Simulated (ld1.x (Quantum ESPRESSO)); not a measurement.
What one change does to a pseudopotential (fluorine (F), TM)

ld1.x (Quantum ESPRESSO) 7.5 input, shortened:

```
&input
   title='F', zed=9., rel=1, dft='PBESOL', iswitch=3,
   config='[He] 2s2 2p4 3d-2'
 /
 &inputp
   pseudotype=2, tm=.true., lloc=1,
   nlcc=.false.
 /
3
2S  1  0   2.00   0.00  0.50  0.50  0.0
3D  3  2  -2.00  -0.05  0.85  0.85  0.0
2P  2  1   4.00   0.00  0.80  0.80  0.0
 &test
   configts(1)='2s2 2p4'
 /
```

All-electron outer shells of the reference configuration (PBEsol, scalar-relativistic, ld1.x):

```json
{"shell": "2s", "level (eV)": "-47.18", "outermost node (bohr)": "0.24", "outermost maximum (bohr)": "0.75"}
{"shell": "2p", "level (eV)": "-28.22", "outermost node (bohr)": "–", "outermost maximum (bohr)": "0.68"}
```

Change: core correction a·sin(br)/r model core inside 0.32 bohr.

Cutoffs: the cutoffs (Ry, on a coarse ladder) from which the occupation-weighted sum of valence levels, in a spherical-Bessel basis at the reference potential, stays within 10 and 1 mRy of its value at 400 Ry; they do not see the model core or the augmentation charge, which bear on the density cutoff. Errors are all-electron minus pseudo energies relative to the spin-unpolarised reference configuration.

What does the change do?

Of the 7 tests that both files solve, the error grows in 0 and shrinks in 7 by more than 15 % and 0.3 meV (median size 33.6 → 17.3 meV); neither file shows a bound ghost. Exchange and correlation are not linear in the density, so unscreening with the valence charge alone errs where core and valence overlap; a model core restores that term. A model core, the more so a compact one, raises the density cutoff, which this test does not measure.

```csv
quantity,base,changed
bound ghosts,none,none
"error for 2s2 2p5, meV [ΔE -19.32 eV]",+2.9,+1.6
"error for 2s2 2p3, meV [ΔE 38.28 eV]",+7.5,+2.9
"error for 2s2 2p2, meV [ΔE 98.77 eV]",+76,+43
"error for 2s2 2p4.5, meV [ΔE -11.81 eV]",+1.5,+1.1
"error for 2s1 2p6, meV [ΔE -0.62 eV]",+43,+21
"error for 2s1 2p5, meV [ΔE 18.99 eV]",+34,+17
"error for 2s2 2p1, meV [ΔE 184.36 eV]",+325,+203
s: phases at 0.95 bohr within 0.05 rad from the reference energy up to (Ry; the scan ends near 5),to the end of the scan,to the end of the scan
p: phases at 0.95 bohr within 0.05 rad from the reference energy up to (Ry; the scan ends near 5),to the end of the scan,to the end of the scan
d: phases at 0.95 bohr within 0.05 rad from the reference energy up to (Ry; the scan ends near 5),to the end of the scan,to the end of the scan
```
